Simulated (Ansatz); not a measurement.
C4H11InO (SMILES CC[O][In]([CH3])[CH3]), singlet, at a GFN2-xTB geometry (such geometries of metal compounds can be far from the true shape) (all electrons, no relativity); SC-NEVPT2/STO-3G, CASSCF(4,4) in Ansatz (a program for electronic structure).

Ansatz was given this input:
Ansatz 0.2 input:
```yaml
crystal:
  periodic: [false, false, false]
  atoms:
    - {symbol: In, position_ang: [-0.03661707, 0.61358463, -0.09050781]}
    - {symbol: C, position_ang: [1.21198687, 1.89503136, -1.42511511]}
    - {symbol: H, position_ang: [2.14085359, 1.35137386, -1.57424848]}
    - {symbol: H, position_ang: [1.40156535, 2.85452629, -0.95037441]}
    - {symbol: H, position_ang: [0.70689334, 2.04945644, -2.37543439]}
    - {symbol: C, position_ang: [-1.93518543, 0.69418553, 1.12437587]}
    - {symbol: H, position_ang: [-1.85291796, -0.04134778, 1.92217631]}
    - {symbol: H, position_ang: [-2.78529089, 0.45706696, 0.48838883]}
    - {symbol: H, position_ang: [-2.06094078, 1.68824053, 1.54337530]}
    - {symbol: O, position_ang: [1.03997641, -1.06470058, 0.12461775]}
    - {symbol: C, position_ang: [0.65862716, -2.26992761, 0.70960900]}
    - {symbol: C, position_ang: [-0.52864798, -2.92110517, 0.00297888]}
    - {symbol: H, position_ang: [1.52421474, -2.94698124, 0.65470031]}
    - {symbol: H, position_ang: [0.41228104, -2.13434899, 1.77532603]}
    - {symbol: H, position_ang: [-0.28882304, -3.07426931, -1.04730328]}
    - {symbol: H, position_ang: [-0.76571730, -3.87906139, 0.46073654]}
    - {symbol: H, position_ang: [-1.39837631, -2.26180203, 0.06950569]}
basis:
  gaussian:
    orbitals: STO-3G
magnetization: {spin_polarized: false}
correlation: {method: sc_nevpt2, electrons: all, active_space: {window: {electrons: 4, orbitals: 4}}}
```

**Question.** What does Ansatz print? Leave out banner, timings and long lists.

**Answer.** 
```
Functional definition: HF
879 factors; integrals over basis functions are off by at most 7.7e-5 eV
mean field evaluation 1: about -160891.5324 eV, gradient 2.8e1 eV
mean field evaluation 2: about -160891.8011 eV, gradient 2.8e1 eV
mean field evaluation 4: about -160894.8446 eV, gradient 2.4e0 eV
mean field evaluation 8: about -160894.8715 eV, gradient 3.7e-4 eV
mean field -160894.87153313 eV, -5912.7774703816 hartree, gradient 3.8e-6 eV, S^2 0.000000; 0 other end points of the search recorded, 0 dependent functions left out
reference -160894.87153313 eV, -5912.7774703816 hartree; 46, 46 occupied and 17, 17 virtual orbitals, 879 factors
state -160895.92825536 eV, -5912.8163042072 hartree
state -160895.92825536 eV, -5912.8163042072 hartree; corrected -160902.65067150 eV, -5913.0633484439 hartree
Total energy: -160902.65067150 eV, -5913.0633484439 hartree
```
